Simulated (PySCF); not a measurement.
## Stationary points of SnSe₂⁻

All numbers come from B3LYP in PySCF with Sn def2-SVPD with ECP28, Se def2-SVPD; scalar-relativistic core potentials, no spin–orbit coupling; density-fitted integrals.

Relaxations began from a few typed shapes; open shells are unrestricted. The search is not exhaustive: other isomers or separated fragments can lie lower, and high-lying points may rest on an excited occupation.

Problem. Which is the lowest minimum found?
A. doublet D∞h: Sn–Se 2.531 Å (×2); Se–Sn–Se 180.0°
B. doublet C2v: Sn–Se 2.482 Å (×2); Se–Sn–Se 129.8°
C. doublet C2v: Sn–Se 2.482 Å (×2); Se–Sn–Se 129.7°

Solution. B. The others lie at 0.2 (doublet C2v), 46.7 (doublet D∞h, a saddle point) kJ/mol above it.

For the lowest minimum: the lowest empty level of this anion is unbound, so it and the gap depend on the basis. With an element this heavy the missing spin–orbit coupling can shift these numbers.
